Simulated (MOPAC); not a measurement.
A run for MOPAC: PM6 on AlClH3N (SMILES [NH2][AlH][Cl]), a point of a torsion scan.

```
PM6 1SCF PRECISE CHARGE=0 THREADS=1
AlClH3N

N     -1.01680984 1    -0.08529475 1     0.00791475 1
Al     0.71436473 1     0.30115829 1     0.09597741 1
Cl     1.74181589 1     0.47594508 1     1.83050381 1
H     -1.55010771 1    -0.64070429 1     0.66711599 1
H     -1.57723466 1     0.02402310 1    -0.82723407 1
H      1.46638121 1     0.55112944 1    -1.20509252 1
```

Output:

```
*******************************************************************************
 **                                                                           **
 **                              MOPAC v23.2.5                                **
 **                                                                           **
 *******************************************************************************
 ** MOPAC's Digital Object Identifier: https://doi.org/10.5281/zenodo.6511958 **
 **                                                                           **
 ** Please cite the open-source release paper for use of this MOPAC version:  **
 ** J. E. Moussa and J. J. P. Stewart (2026)                                  **
 ** MOPAC: An open-source semiempirical molecular orbital program             **
 ** J. Open Source Softw., 11(119), 8025, https://doi.org/10.21105/joss.08025 **
 *******************************************************************************

                              PM6 CALCULATION RESULTS

 *******************************************************************************
 *  PM6        - The PM6 Hamiltonian to be used
 *
 *
 *
 *                 CHARGE ON SYSTEM = 0
 *
 *
 *
 *  PRECISE    - TIGHTER CRITERIA TO BE USED
 *  1SCF       - DO 1 SCF AND THEN STOP
 *  THREADS=1  - MULTI-THREADING NOT USED
 *  T=         - A TIME OF 172800.0 SECONDS REQUESTED
 *  DUMP=N     - RESTART FILE WRITTEN EVERY 7200.0 SECONDS REQUESTED
 *******************************************************************************
PM6 1SCF PRECISE CHARGE=0 THREADS=1
 AlClH3N

   ATOM   CHEMICAL          X               Y               Z
  NUMBER   SYMBOL      (ANGSTROMS)     (ANGSTROMS)     (ANGSTROMS)

     1       N         -1.01680984  *  -0.08529475  *   0.00791475  *
     2      Al          0.71436473  *   0.30115829  *   0.09597741  *
     3      Cl          1.74181589  *   0.47594508  *   1.83050381  *
     4       H         -1.55010771  *  -0.64070429  *   0.66711599  *
     5       H         -1.57723466  *   0.02402310  *  -0.82723407  *
     6       H          1.46638121  *   0.55112944  *  -1.20509252  *



          CARTESIAN COORDINATES

    NO.       ATOM           X           Y           Z

     1         N         -1.0168     -0.0853      0.0079
     2        Al          0.7144      0.3012      0.0960
     3        Cl          1.7418      0.4759      1.8305
     4         H         -1.5501     -0.6407      0.6671
     5         H         -1.5772      0.0240     -0.8272
     6         H          1.4664      0.5511     -1.2051

 General Reference for PM6:
 "Optimization of Parameters for Semiempirical Methods V: Modification of NDDO Approximations
 and Application to 70 Elements", J. J. P. Stewart, J. Mol. Mod., 13, 1173-1213 (2007)
 URL: https://link.springer.com/article/10.1007/s00894-007-0233-4

           Empirical Formula: H3 N Al Cl  =     6 atoms



      MOLECULAR POINT GROUP   :   C1


      RHF CALCULATION, NO. OF DOUBLY OCCUPIED LEVELS = 9


 -------------------------------------------------------------------------------
 PM6 1SCF PRECISE CHARGE=0 THREADS=1
 AlClH3N



     1SCF WAS SPECIFIED, SO BFGS WAS NOT USED
     SCF FIELD WAS ACHIEVED


                              PM6 CALCULATION
                                                       MOPAC v23.2.5 Linux




          FINAL HEAT OF FORMATION =        -20.04051 KCAL/MOL =     -83.84950 KJ/MOL


          COSMO AREA              =        106.34 SQUARE ANGSTROMS
          COSMO VOLUME            =         92.36 CUBIC ANGSTROMS

          IONIZATION POTENTIAL    =          9.746518 EV
          HOMO LUMO ENERGIES (EV) =         -9.747  1.482
          NO. OF FILLED LEVELS    =          9
          MOLECULAR WEIGHT        =         79.4649         POINT GROUP:  C1

          MOLECULAR DIMENSIONS (Angstroms)

            Atom       Atom       Distance
            H     5   Cl     3     4.27597
            H     6    H     4     3.51072
           Cl     3    H     4     0.37933


          SCF CALCULATIONS        =          1





   ATOM   CHEMICAL          X               Y               Z
  NUMBER   SYMBOL      (ANGSTROMS)     (ANGSTROMS)     (ANGSTROMS)

     1       N         -1.01680984  *  -0.08529475  *   0.00791475  *
     2      Al          0.71436473  *   0.30115829  *   0.09597741  *
     3      Cl          1.74181589  *   0.47594508  *   1.83050381  *
     4       H         -1.55010771  *  -0.64070429  *   0.66711599  *
     5       H         -1.57723466  *   0.02402310  *  -0.82723407  *
     6       H          1.46638121  *   0.55112944  *  -1.20509252  *

                             CARTESIAN COORDINATES

   1    N       -1.016809840    -0.085294750     0.007914750
   2   Al        0.714364730     0.301158290     0.095977410
   3   Cl        1.741815890     0.475945080     1.830503810
   4    H       -1.550107710    -0.640704290     0.667115990
   5    H       -1.577234660     0.024023100    -0.827234070
   6    H        1.466381210     0.551129440    -1.205092520


           Empirical Formula: H3 N Al Cl  =     6 atoms



      MOLECULAR POINT GROUP   :   C1


                  EIGENVALUES
 -30.06520 -26.38194 -16.45534 -16.39217 -14.24303 -12.70529 -11.53974 -11.09007
  -9.74652   1.48193   2.03562   3.53751   5.34753   7.00016   7.27845  89.34837
  89.62210  90.69668  90.72485  91.19896 101.40482 102.18332 103.00217 103.13355
 104.54576


              NET ATOMIC CHARGES AND DIPOLE CONTRIBUTIONS

  ATOM NO.   TYPE          CHARGE      No. of ELECS.   s-Pop       p-Pop       d-Pop
    1          N          -0.741149        5.7411     1.50521     4.23594
    2         Al           0.617670        2.3823     0.91263     1.42052     0.04918
    3         Cl          -0.306795        7.3068     1.98684     5.31626     0.00369
    4          H           0.254595        0.7454     0.74540
    5          H           0.252330        0.7477     0.74767
    6          H          -0.076651        1.0767     1.07665
 DIPOLE           X         Y         Z       TOTAL
 POINT-CHG.    -1.175    -0.462    -2.184     2.522
 HYBRID        -0.537    -0.379     0.436     0.789
 SUM           -1.711    -0.840    -1.748     2.586


          ATOMIC ORBITAL ELECTRON POPULATIONS

     Atom    s        px        py        pz      x^2-y^2     xz        z^2       yz        xy
    1  N   1.50521   1.28635   1.66851   1.28107
    2 Al   0.91263   0.54442   0.24865   0.62744   0.01019   0.01495   0.01125   0.00478   0.00800
    3 Cl   1.98684   1.81202   1.92141   1.58283   0.00029   0.00153   0.00149   0.00024   0.00014
    4  H   0.74540
    5  H   0.74767
    6  H   1.07665

 **********************
 *                    *
 * JOB ENDED NORMALLY *
 *                    *
 **********************




 == MOPAC DONE ==
```

The run finished.

Cost: about 0.020 core-seconds (a rough figure).
